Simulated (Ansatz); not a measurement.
## How methods differ on Si2H2OF2 (SMILES F[Si]1(F)O[SiH2]1)

Si2H2OF2: 7 atoms, total charge 0, spin state singlet. SMILES: `F[Si]1(F)O[SiH2]1`. The shape was relaxed beforehand at B3LYP/def2-SVP.

```xyz
7

F     0.4243   -1.6305    1.7237
Si    0.0422   -1.0295    0.2800
F    -0.2054   -2.3186   -0.6519
O     1.1328    0.0816   -0.3309
Si   -0.3052    1.0773   -0.2381
H    -0.2118    2.2056    0.7244
H    -0.8154    1.5460   -1.5527
```

Each level gives the dissociation energy of the H6–Si5 bond into doublet H and doublet Si2HOF2 (shapes relaxed at B3LYP/def2-SVP, no zero-point term) (eV). The values are calculated.

```json
{"level": "HF/def2-SVP", "kind": "Hartree–Fock", "program": "Ansatz", "value (eV)": "3.23", "CPU time (all runs)": "2.3 s"}
{"level": "SVWN5/def2-SVP", "kind": "LDA", "program": "Ansatz", "value (eV)": "4.08", "CPU time (all runs)": "1.9 s"}
{"level": "PBE/def2-SVP", "kind": "GGA", "program": "Ansatz", "value (eV)": "3.70", "CPU time (all runs)": "3.6 s"}
{"level": "r2SCAN/def2-SVP", "kind": "meta-GGA", "program": "Ansatz", "value (eV)": "3.80", "CPU time (all runs)": "8.4 s"}
{"level": "B3LYP/def2-SVP", "kind": "global hybrid", "program": "Ansatz", "value (eV)": "3.87", "CPU time (all runs)": "5 s"}
{"level": "PBE0-D4/def2-SVP", "kind": "global hybrid", "program": "Ansatz", "value (eV)": "3.80", "CPU time (all runs)": "5.7 s"}
{"level": "wB97M-V/def2-SVP", "kind": "range-separated hybrid", "program": "Ansatz", "value (eV)": "4.01", "CPU time (all runs)": "21 s"}
{"level": "B2PLYP/def2-SVP", "kind": "double hybrid", "program": "Ansatz", "value (eV)": "3.87", "CPU time (all runs)": "7.1 s"}
{"level": "RPA@PBE/def2-SVP", "kind": "RPA", "program": "Ansatz", "value (eV)": "3.80", "CPU time (all runs)": "6 s"}
```

The values span 3.23 to 4.08 eV. Hartree–Fock misses the correlation of the electron pair that is broken and comes out low. Measured bond enthalpies also hold zero-point and thermal terms, a few tenths of an eV less. CPU times are rough (shared hosts, several kinds of processor): they show what a rung costs within a factor of a few.
